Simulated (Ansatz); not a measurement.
`CC[SiH](F)[SiH3]` → `F[SiH3]` + `CC[SiH]` at 500 K and 1 bar (silylene formation by 1,1-elimination).

Computed with Ansatz on PBE0-D4/def2-TZVP structures; ΔE is electronic, products minus reactants. CCSD(T)/CBS adds triple-zeta CCSD(T) − MP2 to the extrapolated MP2 energy (def2 sets, frozen cores). This one scheme is used for every species. One conformer a species, not always the lowest.

```
           species  CCSD(T)/CBS energy (Eh)  H − E (kJ/mol)  S (J/(mol·K))
`CC[SiH](F)[SiH3]`               -759.53732           325.6          465.2
         `F[SiH3]`               -390.72345            94.1          267.5
         `CC[SiH]`               -368.72354           220.2          338.0
```

H − E and S are ideal-gas, rigid-rotor, harmonic terms from PBE0-D4/def2-TZVP, for one conformer and one mirror image of each species. 1 Eh = 2625.50 kJ/mol, R = 8.31446 J/(mol·K).

By hand: ΔE, ΔH, ΔS and ΔG.

ΔE = (-390.72345) + (-368.72354) − (-759.53732) = 0.09033 Eh = 237.2 kJ/mol. Δ(H − E) = 94.1 + 220.2 − 325.6 = -11.3, so ΔH = 225.9 kJ/mol. ΔS = 267.5 + 338.0 − 465.2 = 140.3 J/(mol·K). ΔG = 225.9 − 500 × (140.3)/1000 = 155.8 kJ/mol.

By hand: the equilibrium constant, and the temperature at which ΔG would vanish if ΔH and ΔS stayed fixed.

log₁₀ K = −ΔG/(RT ln 10) = -16.3. ΔG = 0 at ΔH/ΔS = 1610 K.

The number of gas molecules changes by +1, which sets the sign of ΔS. A doubt of 5 kJ/mol in ΔE shifts log₁₀ K by 0.5 here. Other conformers and mirror images would add mixing entropy, several J/(mol·K) or more a flexible species. These are equilibria of isolated gas molecules and say nothing of rates. Largest T1 diagnostic: 0.012 (customary marks: 0.02 for closed shells, 0.045 for open ones).
